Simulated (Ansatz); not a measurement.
Calculated with Ansatz (gas phase, PBE0-D4/def2-TZVP geometries, no zero-point term in ΔE). CCSD(T)/CBS is the MP2 limit (def2-TZVPP, def2-QZVPP) plus CCSD(T) − MP2 in def2-TZVPP, frozen cores. This one scheme is used for every species. Functionals use def2-TZVPP. Each species was taken in one conformer, which may not be the lowest.

Consider the hydrogenolysis of the Si–S bond: `[CH3][AlH][SiH](C)S` + H₂ → `[CH3][AlH][SiH2]C` + H₂S.

```csv
level,ΔE (kcal/mol),difference from CCSD(T)/CBS
PBE-D4,11.0,0.7
PBE0-D4,10.4,0.1
ωB97M-V,9.7,-0.6
B2PLYP,8.6,-1.7
PBE,9.3,-1.0
PBE0,8.9,-1.4
SCS-MP2/def2-TZVPP,9.5,-0.8
MP2/def2-QZVPP,12.3,2.0
MP2/CBS(def2),12.9,2.6
CCSD/CBS(def2),9.0,-1.3
CCSD(T)/CBS,10.3,0
```

Largest T1 diagnostic among the species: 0.011.

The D4 term adds +2.7 kcal/mol with B3LYP and +1.5 kcal/mol with PBE0; it sums over pairs of atoms, weighted by their polarisabilities, and B3LYP, whose exchange is more repulsive, gets the larger term. In def2-TZVPP, CCSD(T) changes the Hartree–Fock value by +4.4 kcal/mol (the triples alone add +1.3 kcal/mol) and MP2 by +7.1 kcal/mol.

B3LYP here is the variant with VWN-RPA as its local correlation; programs differ in this.
